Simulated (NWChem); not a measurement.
System: PbCl cation, singlet; SMILES [Cl][Pb+]

The following NWChem deck was run.

```
start job
memory heap 200 mb stack 700 mb global 900 mb
charge 1
geometry units angstroms noautoz
  Pb     0.000000     0.000000    -0.414959
  Cl     0.000000     0.000000     1.974264
end
basis spherical
  * library def2-tzvp
end
ecp
  Pb library def2-ecp
end
dft
  xc xtpss03 ctpss03
  iterations 150
  mulliken
end
task dft energy
```

Excerpt of the output:

```
             Northwest Computational Chemistry Package (NWChem) 7.3.0
             --------------------------------------------------------

 ORDER OF PRIMARY AXIS IS BEING SET TO 4
 C4V symmetry detected

                             Geometry "geometry" -> ""
                             -------------------------

 Output coordinates in angstroms (scale by  1.889725989 to convert to a.u.)

  No.       Tag          Charge          X              Y              Z
 ---- ---------------- ---------- -------------- -------------- --------------
    1 Pb                  82.0000     0.00000000     0.00000000    -0.41027062
    2 Cl                  17.0000     0.00000000     0.00000000     1.97895238

 Effective nuclear repulsion energy (a.u.)     308.7502025159

      Symmetry information
      --------------------

 Group name             C4v
 Group number             18
 Group order               8
 No. of unique centers     2

                                 NWChem DFT Module
                                 -----------------

 Summary of "ao basis" -> "ao basis" (spherical)
 ------------------------------------------------------------------------------
       Tag                 Description            Shells   Functions and Types
 ---------------- ------------------------------  ------  ---------------------
 Pb                        def2-tzvp                16       50   6s5p3d2f
 Cl                        def2-tzvp                13       37   5s5p2d1f

      Symmetry analysis of basis
      --------------------------

        a1         29
        a2          0
        b1          8
        b2          8
        e          42

            General Information
            -------------------
          SCF calculation type: DFT
          Wavefunction type:  closed shell.
          No. of atoms     :     2
          No. of electrons :    38
           Alpha electrons :    19
            Beta electrons :    19
          Charge           :     1
          Spin multiplicity:     1
          Use of symmetry is: on ; symmetry adaption is: on
          Maximum number of iterations: 150
          AO basis - number of functions:    87
                     number of shells:    29
          Convergence on energy requested:  1.00D-06
          Convergence on density requested:  1.00D-05
          Convergence on gradient requested:  5.00D-04

              XC Information
              --------------
                  TPSS metaGGA Exchange Functional  1.000
             TPSS03 metaGGA Correlation Functional  1.000

             Grid Information
             ----------------
          Grid used for XC integration:  medium
          Radial quadrature: Mura-Knowles
          Angular quadrature: Lebedev.
          Tag              B.-S. Rad. Rad. Pts. Rad. Cut. Ang. Pts.
          ---              ---------- --------- --------- ---------
          Pb                  1.80      123           8.0       590
          Cl                  1.00       88          10.0       590
          Grid pruning is: on
          Number of quadrature shells:   211
          Spatial weights used:  Erf1

      Superposition of Atomic Density Guess
      -------------------------------------

 Sum of atomic energies:        -678.83831146

 Renormalizing density from      39.00 to     38

      Non-variational initial energy
      ------------------------------

 Total energy =    -642.503334
 1-e energy   =   -1106.940521
 2-e energy   =     381.601767
 HOMO         =      -0.736543
 LUMO         =      -0.327694

      Symmetry analysis of molecular orbitals - initial
      -------------------------------------------------

 !! scf_movecs_sym_adapt:   16 vectors were symmetry contaminated

  Symmetry fudging

 !! scf_movecs_sym_adapt:   12 vectors were symmetry contaminated

  Numbering of irreducible representations:

     1 a1          2 a2          3 b1          4 b2          5 e

  Orbital symmetries:

     1 a1          2 a1          3 a1          4 e           5 e
     6 a1          7 a1          8 e           9 e          10 a1
    11 e          12 e          13 b1         14 b2         15 a1
    16 a1         17 e          18 e          19 a1         20 e
    21 e          22 a1         23 a1         24 e          25 e
    26 a1         27 b2         28 b1         29 e

     ---------------------------------------------
      Total Density - Mulliken Population Analysis
     ---------------------------------------------

    Atom       Charge   Shell Charges
 -----------   ------   -------------------------------------------------------
    1 Pb  22    20.31   0.07 -0.61  1.85  0.73  1.32  0.64 -0.62  6.59  0.14  0.13  0.01  9.33  0.65  0.05  0.02  0.00
    2 Cl  17    17.69   2.01  0.47  1.50  1.28  0.71  4.30  1.61  1.36  3.28  1.16  0.00  0.02  0.00

   convergence    iter        energy       DeltaE   RMS-Dens  Diis-err
 ---------------- ----- ----------------- --------- --------- ---------
 d= 0,ls=0.0,diis     1   -652.6202535959 -7.35D+02  3.93D-02  3.42D+00
 d= 0,ls=0.0,diis     2   -648.6089217218  4.01D+00  4.01D-02  1.67D+01
 d= 0,ls=0.0,diis     3   -652.5923890954 -3.98D+00  1.28D-02  1.54D+00
 d= 0,ls=0.0,diis     4   -652.8268896714 -2.35D-01  5.71D-03  6.78D-02
 d= 0,ls=0.0,diis     5   -652.8316966602 -4.81D-03  1.86D-03  6.56D-02
  Resetting Diis
 d= 0,ls=0.0,diis     6   -652.8430483528 -1.14D-02  3.91D-04  4.39D-03
 d= 0,ls=0.0,diis     7   -652.8432726464 -2.24D-04  1.49D-03  1.88D-03
 d= 0,ls=0.0,diis     8   -652.8410096111  2.26D-03  1.04D-03  1.51D-02
 d= 0,ls=0.0,diis     9   -652.8436248710 -2.62D-03  5.30D-05  3.01D-05
 d= 0,ls=0.0,diis    10   -652.8436301974 -5.33D-06  1.27D-05  1.54D-06
 d= 0,ls=0.0,diis    11   -652.8436303893 -1.92D-07  1.52D-06  5.22D-08

         Total DFT energy =     -652.843630389259
      One electron energy =    -1127.694430902072
           Coulomb energy =      436.046449583368
    Exchange-Corr. energy =      -44.031069257740
 Nuclear repulsion energy =       82.835420187185

 Numeric. integr. density =       38.000000193514

                  Occupations of the irreducible representations
                  ----------------------------------------------

                     irrep           alpha         beta
                     --------     --------     --------
                     a1                9.0          9.0
                     a2                0.0          0.0
                     b1                1.0          1.0
                     b2                1.0          1.0
                     e                 8.0          8.0

                       DFT Final Molecular Orbital Analysis
                       ------------------------------------

 Vector   17  Occ=2.000000D+00  E=-5.062189D-01  Symmetry=a1
              MO Center= -7.0D-16, -2.4D-16,  1.1D+00, r^2= 3.2D+00
   Bfn.  Coefficient  Atom+Function         Bfn.  Coefficient  Atom+Function
  ----- ------------  ---------------      ----- ------------  ---------------
    67      0.478093  2 Cl pz                 5      0.288914  1 Pb s
    12      0.258007  1 Pb pz                70      0.245675  2 Cl pz
    15     -0.228485  1 Pb pz                 3     -0.216534  1 Pb s
    64      0.217321  2 Cl pz                18     -0.211302  1 Pb pz
     6      0.205165  1 Pb s                 58     -0.180387  2 Cl pz

 Vector   18  Occ=2.000000D+00  E=-4.902786D-01  Symmetry=e
              MO Center=  2.1D-15, -6.2D-15,  1.8D+00, r^2= 1.5D+00
   Bfn.  Coefficient  Atom+Function         Bfn.  Coefficient  Atom+Function
  ----- ------------  ---------------      ----- ------------  ---------------
    66      0.488062  2 Cl py                69      0.281129  2 Cl py
    63      0.223312  2 Cl py                65     -0.212499  2 Cl px
    57     -0.184505  2 Cl py                68     -0.122401  2 Cl px
    17      0.120621  1 Pb py                11     -0.114041  1 Pb py
    14      0.097970  1 Pb py                62     -0.097229  2 Cl px

 Vector   19  Occ=2.000000D+00  E=-4.902786D-01  Symmetry=e
              MO Center= -6.6D-16, -3.3D-16,  1.8D+00, r^2= 1.5D+00
   Bfn.  Coefficient  Atom+Function         Bfn.  Coefficient  Atom+Function
  ----- ------------  ---------------      ----- ------------  ---------------
    65      0.488062  2 Cl px                68      0.281129  2 Cl px
    62      0.223312  2 Cl px                66      0.212499  2 Cl py
    56     -0.184505  2 Cl px                69      0.122401  2 Cl py
    16      0.120621  1 Pb px                10     -0.114041  1 Pb px
    13      0.097970  1 Pb px                63      0.097229  2 Cl py

 Vector   20  Occ=0.000000D+00  E=-3.481195D-01  Symmetry=e
              MO Center= -6.7D-16, -5.9D-16, -2.7D-01, r^2= 3.2D+00
   Bfn.  Coefficient  Atom+Function         Bfn.  Coefficient  Atom+Function
  ----- ------------  ---------------      ----- ------------  ---------------
    17      0.554878  1 Pb py                11     -0.424864  1 Pb py
    14      0.379577  1 Pb py                16      0.246337  1 Pb px
    10     -0.188618  1 Pb px                13      0.168513  1 Pb px
    66     -0.167276  2 Cl py                69     -0.140332  2 Cl py
    20      0.136782  1 Pb py                 8      0.087846  1 Pb py

 Vector   21  Occ=0.000000D+00  E=-3.481195D-01  Symmetry=e
              MO Center= -1.2D-14,  1.5D-15, -2.7D-01, r^2= 3.2D+00
   Bfn.  Coefficient  Atom+Function         Bfn.  Coefficient  Atom+Function
  ----- ------------  ---------------      ----- ------------  ---------------
    16      0.554878  1 Pb px                10     -0.424864  1 Pb px
    13      0.379577  1 Pb px                17     -0.246337  1 Pb py
    11      0.188618  1 Pb py                14     -0.168513  1 Pb py
    65     -0.167276  2 Cl px                68     -0.140332  2 Cl px
    19      0.136782  1 Pb px                 7      0.087846  1 Pb px

[...]
```

Level: TPSS/def2-TZVP with def2 effective core potentials on Pb. Low-valent species are run as closed-shell singlets; no triplet was tried in these runs. Structure relaxed at the PBE0/def2-SVP level. def2 effective core potentials on Pb; no spin-orbit coupling.
